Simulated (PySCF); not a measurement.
PySCF input for CH6AlFSi, SMILES [F][Al]([SiH3])[CH3], IEF-PCM-PBE0/def2-SVP. Geometry: r2SCAN-D4/def2-SVP. The geometry has at least one imaginary mode, so it is a saddle point at that level. The structure was generated by enumeration; whether it is a known compound was not checked.

```python
import numpy as np
from pyscf import gto, scf, dft
from pyscf.solvent import pcm

mol = gto.M(
    atom='''
    Al    0.30815987   -0.32557487    0.27854369
    F     1.80668324   -0.71054464   -0.36555930
    C    -0.13368990   -1.11437181    1.99870865
    H    -0.11044181   -2.21691084    1.93909379
    H    -1.12591256   -0.82015801    2.37662236
    H     0.61405207   -0.83195488    2.76071119
    Si   -1.05546452    1.18558983   -1.08680407
    H    -2.41835299    1.39286902   -0.49941612
    H    -1.23662543    0.65785391   -2.47768649
    H    -0.41030419    2.53364915   -1.20735403
    ''',
    basis='def2-SVP',
    charge=0,
    spin=0,
    max_memory=1600,
    verbose=3,
)
mf = dft.RKS(mol, xc='pbe0').density_fit(auxbasis='def2-universal-jkfit')
mf.grids.level = 3
mf.conv_tol = 1e-9
mf.max_cycle = 100
mf.kernel()
res = {}
for name, eps in {'water': 78.355, '1-octanol': 9.8629, 'ethylethanoate': 5.9867}.items():
    s = mf.PCM()
    s.with_solvent.method, s.with_solvent.eps, s.with_solvent.lebedev_order = 'IEF-PCM', eps, 29
    s.kernel(mf.make_rdm1())
    res[name] = (s.e_tot, eps, s.dip_moment(), s.mo_energy, s.converged)
    print(f'{name}: electrostatic solvation free energy {(s.e_tot - mf.e_tot) * 627.509474:.3f} kcal/mol')
```

Program output:

```
converged SCF energy = -672.891364529341

WARN: PCM is an experimental feature. It is still in testing.
Features and APIs may be changed in the future.

converged SCF energy = -672.900411203513
Dipole moment(X, Y, Z, Debye): -1.25721, -0.38510,  1.70713
water: electrostatic solvation free energy -5.677 kcal/mol

WARN: PCM is an experimental feature. It is still in testing.
Features and APIs may be changed in the future.

converged SCF energy = -672.899115625161
Dipole moment(X, Y, Z, Debye): -1.23988, -0.36016,  1.65296
1-octanol: electrostatic solvation free energy -4.864 kcal/mol

WARN: PCM is an experimental feature. It is still in testing.
Features and APIs may be changed in the future.

converged SCF energy = -672.898253907568
Dipole moment(X, Y, Z, Debye): -1.22874, -0.34387,  1.61752
ethylethanoate: electrostatic solvation free energy -4.323 kcal/mol
```

The calculation finished and met its thresholds.

Cost: about 60 core-seconds (a rough figure).
